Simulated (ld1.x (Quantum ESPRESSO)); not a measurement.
**Cutoff test, nickel (Ni), RRKJ**

* Element: Ni
* Generator: ld1.x (Quantum ESPRESSO) 7.5
* Type: norm-conserving RRKJ (Kleinman–Bylander form)
* Functional: PBE
* Relativity: fully relativistic
* Frozen core: [Ar]
* Valence charge: 10
* Reference configuration: 3d9 4s1 4p0
* Partial waves: 4p (bound, empty): rc 3.10 bohr; 3d (bound): rc 1.25 bohr; 4s (bound): rc 1.95 bohr
* Local potential: the s channel
* Core correction: none
* rho0: 0.005

Open shells are filled in proportion to 2j + 1 (rel_dist='average').

The pseudo-atom Hamiltonian at the reference potential is diagonalised in spherical Bessel functions j_l(qr) that vanish at 20 bohr, with q² up to the cutoff. All-electron valence levels (Ry): 4p1/2 -0.0570, 4p3/2 -0.0546, 3d3/2 -0.3511, 3d5/2 -0.3351, 4s -0.3302.

Question: How do the lowest levels (Ry) of each channel move with the cutoff, and are there ghosts?

Answer:

```
cutoff (Ry)  p1/2 #1  p1/2 #2  p3/2 #1  p3/2 #2  d3/2 #1  d5/2 #1  d5/2 #2     s #1    s #2    f #1    f #2  Σ f·Δε (mRy)
          8  -0.0562   0.0541  -0.0538   0.0549   0.0614   0.0614   0.1502  -0.3261  0.0080  0.1112  0.2379        3630.3
         12  -0.0568   0.0539  -0.0544   0.0546   0.0614   0.0614   0.1502  -0.3280  0.0078  0.1112  0.2379        3628.4
         21  -0.0569   0.0539  -0.0545   0.0546   0.0614   0.0614   0.1501  -0.3295  0.0076  0.1112  0.2379        3626.8
         30  -0.0569   0.0539  -0.0545   0.0546   0.0613   0.0613   0.1499  -0.3301  0.0076  0.1112  0.2379        3625.8
         45  -0.0569   0.0539  -0.0545   0.0546   0.0610   0.0610   0.1481  -0.3301  0.0076  0.1112  0.2379        3623.2
         55  -0.0569   0.0539  -0.0545   0.0546   0.0598   0.0598   0.1384  -0.3302  0.0076  0.1112  0.2379        3611.8
         70  -0.0569   0.0539  -0.0545   0.0546  -0.1345  -0.1238   0.0637  -0.3302  0.0076  0.1112  0.2379        1921.0
        100  -0.0569   0.0539  -0.0545   0.0546  -0.3441  -0.3282   0.0627  -0.3302  0.0076  0.1112  0.2379          62.5
        120  -0.0569   0.0539  -0.0545   0.0546  -0.3506  -0.3346   0.0626  -0.3302  0.0076  0.1112  0.2379           5.2
        180  -0.0569   0.0539  -0.0545   0.0546  -0.3511  -0.3351   0.0626  -0.3302  0.0076  0.1112  0.2379           0.5
        230  -0.0569   0.0539  -0.0545   0.0546  -0.3511  -0.3351   0.0626  -0.3302  0.0076  0.1112  0.2379           0.2
        400  -0.0569   0.0539  -0.0545   0.0546  -0.3512  -0.3351   0.0626  -0.3302  0.0076  0.1112  0.2379           0.0
```

Result: no extra level below or beside the all-electron valence levels (p1/2, p3/2, d3/2, d5/2, s, f tested); 10 mRy is reached at 120 Ry and 1 mRy at 180 Ry.

Its largest configuration-test error is -1190 meV.
